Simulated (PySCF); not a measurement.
Estimate the missing entries of this data sheet.

Compound: acetic anhydride, C4H6O3.
SMILES: `O=C(C)OC(=O)C`

Conformer (atom-mapped SMILES and torsion angles): `[CH3:1][C:2](=[O:3])[O:4][C:5]([CH3:6])=[O:7]`: C1–C2–O4–C5 180°, C2–O4–C5–C6 180°.

```json
{"property": "point group of the GFN2-xTB geometry", "level": "GFN2-xTB", "value": "?"}
{"property": "rotational constants A, B, C of the GFN2-xTB geometry", "level": "GFN2-xTB", "value": "5.534, 1.896, 1.437 GHz"}
{"property": "dipole moment", "level": "PBE0/def2-SVPD", "value": "?"}
{"property": "HOMO energy", "level": "PBE0/def2-SVPD", "value": "?"}
{"property": "LUMO energy", "level": "PBE0/def2-SVPD", "value": "-0.90 eV"}
{"property": "lowest singlet excitation", "level": "TDDFT PBE0/def2-SVPD", "value": "4.90 eV (253 nm, f = 0.001)"}
{"property": "strongest line among the 8 lowest singlet transitions", "level": "TDDFT PBE0/def2-SVPD", "value": "S6 at 7.75 eV (160 nm, f = 0.161)"}
{"property": "lowest triplet excitation (Tamm–Dancoff)", "level": "TDA PBE0/def2-SVPD", "value": "4.41 eV"}
{"property": "static isotropic polarisability", "level": "PBE0/def2-SVPD", "value": "58.2 au"}
{"property": "electronic spatial extent ⟨r²⟩ about the centre of nuclear charge", "level": "PBE0/def2-SVPD", "value": "?"}
{"property": "13C chemical shifts (computed TMS as zero) by class", "level": "GIAO PBE0/pcSseg-1", "value": "169.5 (2 C), 24.4 (2 C) ppm"}
{"property": "1H chemical shifts (computed TMS as zero) by class", "level": "GIAO PBE0/pcSseg-1", "value": "2.07 (6 H) ppm"}
{"property": "isotropic shieldings of nuclei other than C and H, by class", "level": "GIAO PBE0/pcSseg-1", "value": "?"}
```

Gas-phase values; electronic properties from PySCF, density fitting. The structure is a single GFN2-xTB conformer in the gas phase; no vibrational or solvent corrections. NMR classes are plain means over equivalent atoms (diastereotopic ones count apart unless rotation or inversion swaps them), as if these changed places fast; in this geometry the members of some classes differ.

Problem. What is the electronic spatial extent ⟨r²⟩ about the centre of nuclear charge?

Solution. 820 bohr².

Problem. What is the dipole moment?

Solution. 4.58 D.

Problem. What are the isotropic shieldings of nuclei other than C and H, by class?

Solution. -164 (2 O), 28 (1 O) ppm.

Problem. The point group of the GFN2-xTB geometry?

Solution. C2v.

Problem. What is the HOMO energy?

Solution. -7.83 eV.

The 8 singlets span 4.90 to 8.29 eV, and their oscillator strengths add up to 0.20. The polarisability is 8.63 Å³ as a volume (1 au = 0.148185 Å³), or 1.08 au for each of the 54 electrons. The dipole equals about 15.3 × 10⁻³⁰ C·m (1 D = 3.33564 × 10⁻³⁰ C·m). A dipole of 4.58 D is allowed in C2v, and pure rotational transitions are dipole-allowed. The rotational constants make it an asymmetric top with κ = (2B − A − C)/(A − C) = -0.78, nearer the prolate limit (−1).

For the TDDFT job (PBE0/def2-SVPD), on Arm Neoverse V2, one thread, on a shared host, this took 27 s wall.
